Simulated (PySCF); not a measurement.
CH8AlNO2Si, SMILES [SiH3][N]([Al]([OH])[OH])C. Geometry: PBE-D3(BJ)/def2-SVP. The structure was generated by enumeration; whether it is a known compound was not checked. The values are those of a single conformer.

Computed equilibrium geometry at PBE-D3(BJ)/def2-SVP (PySCF confirms it by a frequency run) as Cartesian coordinates in Å, and its point group (one conformer of several):
point group Cs.
```xyz
14

Si     0.6159     2.0252     0.0000
N     -0.4413     0.6318     0.0000
C     -1.8898     0.8904     0.0000
Al     0.1605    -1.0670     0.0000
O      1.8141    -1.5209     0.0000
O     -1.0588    -2.2730     0.0000
H      0.4165     2.9015     1.2138
H      2.0318     1.5063     0.0000
H      0.4165     2.9015    -1.2138
H     -2.4597    -0.0606     0.0000
H     -2.2109     1.4690    -0.8968
H     -2.2109     1.4690     0.8968
H      2.5296    -0.8664     0.0000
H     -0.8366    -3.2162     0.0000
```
